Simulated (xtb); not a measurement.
xtb input (GFN-FF):

```bash
xtb mol.xyz --gfnff --opt tight --chrg 0 --uhf 0
```
mol.xyz:
```
2

Au    -0.00000000    -0.00000000    -0.01933333
H      0.00000000     0.00000000     1.52733346
```

End of the output:

```
         :::::::::::::::::::::::::::::::::::::::::::::::::::::
         ::                     SUMMARY                     ::
         :::::::::::::::::::::::::::::::::::::::::::::::::::::
         :: total energy              -0.047603031219 Eh    ::
         :: gradient norm              0.000067532713 Eh/a0 ::
         ::.................................................::
         :: bond energy               -0.045650017601 Eh    ::
         :: angle energy               0.000000000000 Eh    ::
         :: torsion energy             0.000000000000 Eh    ::
         :: repulsion energy           0.002076705533 Eh    ::
         :: electrostat energy        -0.003776411345 Eh    ::
         :: dispersion energy         -0.000253307805 Eh    ::
         :: HB energy                  0.000000000000 Eh    ::
         :: XB energy                  0.000000000000 Eh    ::
         :: bonded atm energy          0.000000000000 Eh    ::
         :: external energy            0.000000000000 Eh    ::
         :: add. restraining           0.000000000000 Eh    ::
         :: total charge               0.000000000000 e     ::
         :::::::::::::::::::::::::::::::::::::::::::::::::::::

           -------------------------------------------------
          |                Property Printout                |
           -------------------------------------------------

molecular dipole:
                 x           y           z       tot (Debye)
 q only:        0.000       0.000      -0.234       0.595
           -------------------------------------------------
          |                Geometry Summary                 |
           -------------------------------------------------

      molecular mass/u    :      197.9745095
   center of mass at/Å    :        0.0000000      -0.0000000      -0.0244270
  moments of inertia/u·Å² :        0.0000000E+00   0.2480869E+01   0.2480869E+01
rotational constants/cm⁻¹ :             Infinity   0.6795050E+01   0.6795050E+01

optimized geometry written to: xtbopt.xyz

           -------------------------------------------------
          | TOTAL ENERGY               -0.047603031219 Eh   |
          | GRADIENT NORM               0.000067532713 Eh/α |
           -------------------------------------------------
########################################################################
[WARNING] Runtime exception occurred
-1- gfnff_setup: Could not read topology file.
########################################################################

------------------------------------------------------------------------
------------------------------------------------------------------------
 total:
 SCF:
 ANC optimizer:
```
